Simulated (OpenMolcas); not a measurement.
**Computed transition rates of Hf+**

* Program: OpenMolcas 26.06
* Method: MS-CASPT2, IPEA 0.25 Eh, imaginary shift 0.1 Eh (closed shells correlated: 5s 5p)
* Basis: ANO-R3 [9s7p7d4f3g1h]
* Scalar Hamiltonian: X2C, finite nucleus
* Active space: 3 electrons in 6 orbitals (5d 6s)
* State averaging: 2S+1 = 2 even, 65 roots; 2S+1 = 4 even, 20 roots kept (CI in the orbitals of an earlier block)
* Spin-orbit coupling: RASSI with atomic mean-field integrals over the reference wave functions, term energies averaged over their components

Rates come from the transition moments of the reference wave functions (E1 and E2 in the length form). At fixed line strength A goes as λ^-3 for E1 and M1 and as λ^-5 for E2, so a rate at the computed wavelength can be rescaled to the measured one. Measured vacuum wavelengths follow from level energies in NIST Handbook of Basic Atomic Spectroscopic Data. Branching counts decays inside the model space alone, at computed energies, and the table is only a selection of the M1 lines, drawn from those between levels with measured partners whose computed energy lies within a factor of 1.5 of the measured one.

```tsv
Upper	Lower	Type	λ computed (nm)	λ measured (nm)	A computed (s-1)	A rescaled (s-1)	Branching %
5d2 6s 4P 5/2 [65 %]	5d 6s2 2D 5/2	M1	916.3	958.3	3.45e-01		43.0
5d 6s2 2D 5/2	5d 6s2 2D 3/2	M1	3340	3278	3.07e-01	3.25e-01	100.0
5d2 6s 4F 9/2	5d2 6s 4F 7/2	M1	4783	4957	2.39e-01	2.15e-01	100.0
5d2 6s 4F 7/2	5d 6s2 2D 5/2	M1	2798	3036	1.94e-01		55.2
5d2 6s 4F 7/2	5d2 6s 4F 5/2	M1	6186	6947	1.57e-01	1.11e-01	44.8
5d2 6s 4F 5/2	5d2 6s 4F 3/2	M1	8027	7935	7.33e-02	7.59e-02	92.2
5d2 6s 4F 3/2	5d 6s2 2D 3/2	M1	2698	2744	2.09e-02		94.3
```

Spin-changing lines and M1 lines between different terms are not rescaled, since their strength hangs on the term gaps too.

The largest correction is for 5d2 6s 4F 7/2 → 5d2 6s 4F 5/2 (M1): 1.57e-01 × (6186 / 6947)^3 = 1.11e-01 s-1, a factor of 0.71.

The computed rate and branching of 5d 6s2 2D 5/2 → 5d 6s2 2D 3/2 give the upper level a radiative lifetime of 1.000 / 3.07e-01 s-1 = 3.26e+00 s, counting decays inside the model space alone. The rescaled rate gives about 3.1e+00 s.

These are rates of the free ion; in crystals, glasses and complexes forced electric-dipole and non-radiative decay shorten such lifetimes by orders of magnitude. No measured rate stands beside these. Rescaling mends the energy factor alone: line strengths can still be far off where a level mixes with configurations outside the active space, and weak or spin-changing lines hang on small mixing coefficients that depend on the term gaps too, so rescaling need not improve them.

CASPT2 breaks the degeneracy within a term, and the mean is taken; among the terms shown or strongly mixed into the levels shown the widest spread is 860 cm-1 (5d2 6s 4F). Over all roots computed the reference weight is 0.89 to 0.95; the roots of lowest weight are the least certain, and an intruder state may touch them. Terms from blocks run as CI alone lack orbitals of their own. Configurations are named by rounded mean occupations; where the s occupation lies near a half they are strongly mixed, a name can repeat and a true partner stay unpaired. A single d shell beside an s shell can misplace configurations of different d count against each other. Computed and measured levels are paired by configuration, term and J; levels that our copy of the source lacks, or whose pairing is in doubt (as where it misses far off the trend of its configuration), stay unpaired. Only configurations of the active space appear.

A share in square brackets marks a mixed level and gives the weight of the term that names it.
